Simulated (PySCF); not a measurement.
F2Si, SMILES F[Si]F (connectivity only; charge and spin as stated), charge +1, multiplicity 2.

Coordinates come from a r2SCAN-D4/def2-TZVP optimisation. The isomer is the one that the SMILES or the coordinates give; other isomers of the formula were not compared.

The numbers are results of TDA-LC-ωPBE/def2-TZVPD run with PySCF 2.14.0, not measurements.

Vertical excitations. 

```tsv
state	energy (eV)	λ (nm)	f	main pairs
root 1	5.17	240	0.076	α HOMO→LUMO 96 %
root 2	6.24	199	0.000	β HOMO→LUMO 97 %
root 3	6.50	191	0.000	β HOMO−1→LUMO 97 %
root 4	7.22	172	0.014	β HOMO−2→LUMO 93 %
root 5	7.22	172	0.030	β HOMO−3→LUMO 94 %
root 6	8.10	153	0.010	α HOMO−2→LUMO 12 %, β HOMO−4→LUMO 84 %
root 7	8.65	143	0.080	α HOMO→LUMO+1 86 %
root 8	8.80	141	0.000	α HOMO−1→LUMO 97 %
root 9	8.93	139	0.048	α HOMO→LUMO+2 54 %, α HOMO−2→LUMO 36 %
root 10	9.35	133	0.146	α HOMO→LUMO+2 36 %, α HOMO−2→LUMO 32 %, β HOMO−1→LUMO+1 20 %, β HOMO−4→LUMO 7 %
```
Unrestricted roots are not spin-pure.
